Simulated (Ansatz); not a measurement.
Program: Ansatz. Geometries: PBE0-D4/def2-TZVP. ΔE: electronic, gas phase. CCSD(T)/CBS adds triple-zeta CCSD(T) − MP2 to the extrapolated MP2 energy (def2 sets, frozen cores). This one scheme is used for every species. Functionals use def2-TZVPP. One conformer a species, not always the lowest.

`C=N[SiH2]O[SiH3]` + H–F → `F[SiH2]O[SiH3]` + `C=N`  (ligand exchange at the Si–N bond)

| species | CAM-B3LYP energy (Eh) |
| --- | --- |
| `C=N[SiH2]O[SiH3]` | -751.39024 |
| H–F | -100.46747 |
| `F[SiH2]O[SiH3]` | -757.27994 |
| `C=N` | -94.62007 |

(1) Work out ΔE.

(2) What do rigid-rotor, harmonic-oscillator terms from PBE0-D4/def2-TZVP frequencies (298.15 K, 1 bar) make of the CCSD(T)/CBS value? (Estimate.)

Largest T1 diagnostic among the species: 0.013.

Results:

(1) ΔE = (-757.27994) + (-94.62007) − (-751.39024) − (-100.46747) = -0.04230 Eh = -111.1 kJ/mol. CCSD(T)/CBS gives -100.8 kJ/mol.

(2) Ansatz gave: ΔZPE = +7.0 kJ/mol, ΔH = -96.4 kJ/mol, ΔS = 18 J/(mol·K), ΔG = -101.7 kJ/mol. Modes under 50 cm⁻¹ make the entropy rough.

In def2-TZVPP, CCSD(T) changes the Hartree–Fock value by +16.2 kJ/mol (the triples alone add +3.1 kJ/mol) and MP2 by +20.1 kJ/mol. The D4 term adds +9.8 kJ/mol with B3LYP and +5.6 kJ/mol with PBE0; it sums over pairs of atoms, weighted by their polarisabilities, and B3LYP, whose exchange is more repulsive, gets the larger term. At CCSD(T), def2-SVP lies −3.4 kJ/mol from the extrapolated value and def2-TZVPP −1.9 kJ/mol.

B3LYP here is the variant with VWN-RPA as its local correlation; programs differ in this.
